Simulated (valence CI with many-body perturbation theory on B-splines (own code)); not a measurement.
Pr³⁷⁺: what the settings do

Calculated by relativistic CI+MBPT: four valence electrons over a frozen Dirac-Fock core [Ar], radial functions for each j: 6 s, 6 p, 5 d, 5 f, 1 g, with the one-electron correlation potential Σ1 (screened to all orders), the two-electron term Σ2, the three-electron term Σ3, Breit, model QED; selected single and double excitations, second order for the rest, scaled by the run's own slope (own B-spline code, finite nucleus).

No measured spectrum was set against this ion. As an estimate, large intervals hold to a few tenths of a per cent, small ones and those within an open d or f shell to about a per cent. Only levels of the ground parity were solved; by the run's estimate the other parity begins above the list, which can be wrong where configurations are misplaced.

The reference run has the lowest level (3d3/2^4) J=0 and an ionisation energy of 2628.25 eV. Its largest variational space holds 8174 state functions.

Levels are named by their leading jj configuration (3d3/2^4 stands for four electrons in 3d with j = 3/2), which in mixed levels can hold well under half, so a name can repeat and another be missing. Letters in brackets count levels of one name in rising energy.

Changed runs:
A. core polarisation of operators on → off
B. orbitals per symmetry with explicit Σ2 and valence Breit (the others get mean screening factors) 5 → 1
C. highest l in the core sums 6 → 4
D. correlating orbitals by l 3 3 3 3 1 → 2 2 1 1 0; natural orbitals for correlation on → off (bad on purpose)

Excitation energies of the reference run in cm⁻¹, and shifts in cm⁻¹:

| Level | Reference | A | B | C | D |
| --- | --- | --- | --- | --- | --- |
| (3d3/2^3 3d5/2) J=1 | 143352 | 0 | -63 | +101 | -1091 |
| (3d3/2^3 3d5/2) J=2 | 211470 | 0 | -66 | +109 | -819 |
| (3d3/2^3 3d5/2) J=4 | 218476 | 0 | +138 | +149 | -131 |
| (3d3/2^3 3d5/2) J=3 | 237868 | 0 | +15 | +113 | -380 |
| (3d3/2^2 3d5/2^2) J=0 | 343459 | 0 | +104 | +73 | -814 |
| (3d3/2^2 3d5/2^2) J=4 [a] | 359124 | 0 | +117 | +220 | -1074 |
| (3d3/2^2 3d5/2^2) J=2 [a] | 367024 | 0 | +155 | +71 | +122 |
| (3d3/2^2 3d5/2^2) J=3 [a] | 374904 | 0 | +108 | +168 | -572 |
| (3d3/2^2 3d5/2^2) J=5 | 400258 | 0 | +245 | +277 | -511 |
| (3d3/2^2 3d5/2^2) J=1 | 416414 | 0 | +113 | +46 | +76 |
| (3d3/2^2 3d5/2^2) J=6 | 418383 | 0 | +333 | +337 | -355 |
| (3d3/2^2 3d5/2^2) J=4 [b] | 445782 | 0 | +237 | +171 | +160 |
| Ionisation energy (eV) | 2628.25 | 0 | +0.21 | +0.11 | -0.37 |

No effect on these energies: A.
